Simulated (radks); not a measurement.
Values are calculated unless marked as measured or tabulated.
Task: The mean radii <r> (bohr) of the occupied orbitals of an atom or ion are listed with their occupations. Level of theory: Dirac Kohn-Sham, PBEsol, spin-unpolarised, spherical densities, finite nucleus; Fermi nuclear charge, rms radius of each element as measured or else 0.836 A^(1/3) + 0.57 fm (a radial shooting solver on a logarithmic mesh with Libxc functionals).

orbital  occ.      <r>
1s1/2       2  0.02972
2s1/2       2   0.1282
2p1/2       2   0.1085
2p3/2       4   0.1138
3s1/2       2   0.3486
3p1/2       2   0.3396
3p3/2       4   0.3507
3d3/2       4   0.3224
3d5/2       6   0.3259
4s1/2       2   0.8481
4p1/2       2   0.9009
4p3/2       4   0.9314
4d3/2       4    1.157
4d5/2       6    1.172
5s1/2       1    2.330

Name the element and its charge. Open shells, if any, are shared by 2j + 1.

Result: Z = 49, indium, charge +2: In2+ in [Kr] 4d10 5s1. The 1s radius gives Z: for a bare nucleus <r> = (2 gamma + 1)/(2Z) with gamma = sqrt(1 - (Z/c)^2), 0.02926 bohr for Z = 49, and screening makes it slightly larger (0.02972 here). The occupations add up to 47, and the charge is Z minus that.
